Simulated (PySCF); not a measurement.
C₇H₉F₃O: full NMR table

```
Formula                               : C7H9F3O
SMILES                                : FC(F)[C@@H]1[C@H]2O[C@H]2CC[C@H]1F
Point group of the computed structure : C1
Degrees of unsaturation               : 2
Carbon signals                        : 7
Proton signals                        : 9
```

Structure with atom numbers: `[F:1][CH:2]([F:3])[C@@H:4]1[C@H:5]2[O:6][C@H:7]2[CH2:8][CH2:9][C@H:10]1[F:11]`; H(Xn) means a hydrogen on atom n. Ha(C8), Ha(C9) are cis to C2 on the ring; Hb(C8), Hb(C9) are trans to C2 on the ring.

[PySCF: geometry: GFN2-xTB; GIAO PBE0/pcSseg-1 shieldings; relativity neglected; one computed conformer; in vacuum]

Shifts are taken against calculated references (same method and geometry level): TMS for 1H (σ = 31.72 ppm), 13C (σ = 186.93 ppm); 19F (σ = 170.95 ppm) against CFCl3; H2O for 17O (σ = 336.08 ppm).

```tsv
carbon	δC, type	δH (multiplicity)	HMBC from (2–3 bonds)	span of the C tensor (ppm)
C2	121.5, CH	6.57 (m)	H(C10), H(C5), H(C4)	40
C4	51.7, CH	2.41 (m)	H(C2), H(C10), H(C5), H(C7), Hb(C9), Ha(C9)	8
C5	47.3, CH	3.12 (m)	H(C2), H(C10), H(C7), H(C4), Hb(C8), Ha(C8)	89
C7	49.8, CH	2.81 (m)	H(C5), H(C4), Hb(C8), Hb(C9), Ha(C9), Ha(C8)	95
C8	27.2, CH2	Hb(C8) 2.27 (m); Ha(C8) 1.70 (m)	H(C10), H(C5), H(C7), Hb(C9), Ha(C9)	23
C9	27.4, CH2	Ha(C9) 1.76 (m); Hb(C9) 1.89 (m)	H(C10), H(C7), H(C4), Hb(C8), Ha(C8)	34
C10	92.2, CH	4.51 (m)	H(C2), H(C5), H(C4), Hb(C8), Hb(C9), Ha(C9), Ha(C8)	90
```

Other nuclei:
```tsv
atoms	nucleus	environment	δ (ppm)	σ (ppm)
F3	19F	fluorine of a CF2 group	-147.2	318.1
F1	19F	fluorine of a CF2 group	-152.0	322.9
F11	19F	fluorine on an sp3 carbon	-211.0	381.9
O6	17O	ether oxygen	26.2	309.9
```

- Carbon types of the structure: 5 × CH, 2 × CH2, which accounts for all hydrogens.
- δC 121.5: sp3 CH bonded to 2 F; 2 electronegative neighbours deshield it.
- δC 92.2: sp3 CH bonded to F; pulled downfield by the heteroatom.
- δH 6.57: hydrogen on an sp3 CH bonded to 2 F; its carbon carries F, which withdraws density.
- δH 4.51: hydrogen on an sp3 CH bonded to F; its carbon carries F, hence the downfield position.
- δH 3.12, 2.81: hydrogen on an epoxide ring carbon; its carbon carries O, hence the downfield position.

Splittings by 19F in the carbon and heteronuclear signals aren't shown, as no couplings were computed. Shifts are as computed. Against solution values, carbons near 30 ppm lie about +3 ppm off and those near 130 ppm about +5 ppm. Of 1211 compounds with measured shifts, 218 miss one by over three times the rms of a fit or turn the order of signals round; such compounds aren't used in these exercises. Unscaled 19F shifts against computed CFCl3 carry errors that often reach 10 to 50 ppm. Experimental scales use liquid or dissolved standards, which lie at an offset from isolated H2O (liquid H2O: subtract about 36 ppm). Multiplicities follow the n + 1 count of equivalent neighbours, as no J values were calculated; m marks all less simple cases, F and P coupling included.
